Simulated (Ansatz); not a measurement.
Cartesian coordinates in Å:
```
N -1.0368 -0.8903 -0.1404
Sn 0.5855 0.2507 0.0083
F 2.1174 -0.7800 -0.4256
Cl 0.5861 1.9734 -1.5077
Cl 0.9591 0.9803 2.1519
H -1.6912 -0.5419 -0.8304
H -1.5200 -0.9923 0.7438
```

The species carries charge 0 and has multiplicity 1. Sn takes the def2 core potential.

(1) List the PBE0/def2-TZVPP orbital energies in eV (the Gaussian-basis code of Ansatz). (An estimate is asked.)

Results:

(1) Ansatz gave: Occupied: -2767.91, -2767.91, -673.30, -392.22, -259.74, -259.74, -198.03, -198.03, -197.88, -197.88, -197.88, -197.87, -141.94, -96.65, -96.60, -96.52, -32.74, -30.54, -30.54, -30.30, -30.30, -29.69, -24.48, -23.29, -22.98, -15.14, -14.51, -12.24, -12.09, -11.88, -11.07, -10.87, -9.98, -9.93, -9.76, -9.65, -8.70. Lowest empty: -2.35, 0.27, 0.28, 0.50, 1.96, 1.98, 3.03, 3.34.
